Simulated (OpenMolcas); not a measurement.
# Ionisation energies of technetium

```
Program             : OpenMolcas 26.06
Basis               : ANO-RCC-VTZP [7s6p4d2f1g]
Scalar Hamiltonian  : DKH2, point nucleus
Spin-orbit coupling : state interaction with AMFI integrals over the reference wave functions, term energies averaged over their components
```

Active shells in each charge state: the valence d, s shells, with orbitals averaged over the low states. Where CASPT2's correlated closed shells are named, they are those of the first ion.

A. CASSCF
B. SS-CASPT2, IPEA 0.25 Eh, imaginary shift 0.1 Eh (closed shells correlated: 4s 4p)
C. SS-CASPT2, IPEA 0 Eh, imaginary shift 0.1 Eh (closed shells correlated: 4s 4p)
D. SS-CASPT2, IPEA 0.25 Eh, imaginary shift 0.1 Eh (closed shells correlated: 3d 4s 4p)

Energies in eV between the lowest computed levels, named as in B; reference values from the NIST Atomic Spectra Database with their kind.

```json
{"From": "Tc 4d⁵ 5s² ⁶S_5/2", "To": "Tc+ 4d⁵ 5s ⁷S₃", "A": "4.738", "B": "7.295", "C": "7.440", "D": "7.310", "Spin-orbit share in B": "+0.000", "Reference": "7.119 (measured)"}
{"From": "Tc+ 4d⁵ 5s ⁷S₃", "To": "Tc2+ 4d⁵ ⁶S_5/2", "A": "14.241", "B": "15.223", "C": "15.339", "D": "15.242", "Spin-orbit share in B": "+0.000", "Reference": "15.260 (semi-empirical)"}
```

Other lowest levels: A, Tc 4d⁶ 5s ⁶D_9/2 to 4d⁵ 5s ⁷S₃.

Error against the reference values, in %:

```
From       Reference      A     B     C     D
  Tc        measured  -33.4  +2.5  +4.5  +2.7
 Tc+  semi-empirical   -6.7  -0.2  +0.5  -0.1
```

Absolute error against the one measured value: A 2.38 eV, B 0.18 eV, C 0.32 eV, D 0.19 eV.

The lowest level within the active space need not be the ion's true ground level.
